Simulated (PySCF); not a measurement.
## Shapes and spin states of RuOF₂

Computed with PySCF, B3LYP, basis Ru def2-SVP with ECP28, O def2-SVP, F def2-SVP (scalar-relativistic core potentials, no spin–orbit coupling, density fitting).

Relaxations began from a few typed shapes and spin states; open shells are unrestricted. The search is not exhaustive: other isomers or separated fragments can lie lower, and high-lying points may rest on an excited occupation.

```csv
spin,group,bonds,angles,imaginary modes (cm⁻¹),ΔE (kJ/mol),ΔE with ZPE (kJ/mol)
triplet,C2v,"Ru–F 1.838 Å (×2), Ru–O 1.653 Å","F–Ru–F 124.3°, F–Ru–O 117.9° (×2)",none,0.0,0.0
"singlet (closed shell, unstable to spin polarisation)",C2v,"Ru–F 1.844 Å (×2), Ru–O 1.600 Å","F–Ru–F 98.4°, F–Ru–O 130.8° (×2)",none,0.2,0.7
triplet,C2v,"Ru–F 1.838 Å (×2), Ru–O 1.653 Å","F–Ru–F 124.0°, F–Ru–O 118.0° (×2)",none,0.2,0.6
triplet,C2v,"Ru–F 1.859 Å (×2), Ru–O 1.655 Å","F–Ru–F 115.9°, F–Ru–O 122.0° (×2)",none,4.5,4.5
quintet,C2v,"Ru–F 1.875 Å (×2), Ru–O 1.721 Å","F–Ru–F 159.0°, F–Ru–O 100.5° (×2)",none,56.8,55.8
quintet,C2v,"Ru–F 1.872 Å (×2), Ru–O 1.733 Å","F–Ru–F 95.5°, F–Ru–O 132.2° (×2)",none,110.2,108.8
```

The lowest minimum found is the triplet C2v: Ru–F 1.838 Å (×2), Ru–O 1.653 Å; F–Ru–F 124.3°, F–Ru–O 117.9° (×2).

Formally Ru is in oxidation state +4, d4, with 2 unpaired electrons (the high-spin count would be 4). The Mulliken spin on Ru is 1.55. The polar-tensor charge on Ru, 1.56, is far below the formal one.

For the lowest minimum: other spin states or occupations of the open shell can lie lower.
